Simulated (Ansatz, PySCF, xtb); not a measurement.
Pulling on the Be1–H2 bond in BeHI (SMILES [BeH][I]) (multiplicity 1 held, fragments rigid). Energies count from the point at 1.323 Å.
Geometry at that point (charge 0, multiplicity 1):
```xyz
3

Be     0.000     0.000    -1.962
H      0.000     0.000    -3.285
I      0.000     0.000     0.210
```

Unrestricted levels (U-) break spin symmetry where that is lower. Curves can end on different states.

Rows in 3-21G carry no dispersion term and start afresh at each structure; the Pople sets are all-electron and without relativity.

Programs: Ansatz (a first-principles code); PySCF for 3-21G rows; xtb for the GFN methods. Values without a source in brackets are computed. In def2 rows elements past Kr take small-core potentials, without spin–orbit coupling. The GFN methods have no spin term and hold the electronic entropy of 300 K.

Task: One of these levels gives 118.45 kcal/mol for the energy at R = 4.233 Å. Name it.
(A) GFN2-xTB
(B) U-PBE/def2-TZVPPD
(C) U-HF/def2-TZVPPD
(D) R-HF/3-21G

Result: A, GFN2-xTB. The others give 164.69 (R-HF/3-21G), 73.43 (U-HF/def2-TZVPPD), 89.39 (U-PBE/def2-TZVPPD)

Doubts at one or more of the structures used: a restricted determinant that unrestricted orbitals would lower (R-HF/3-21G); a spin-contaminated determinant (U-HF/def2-TZVPPD, U-PBE/def2-TZVPPD).
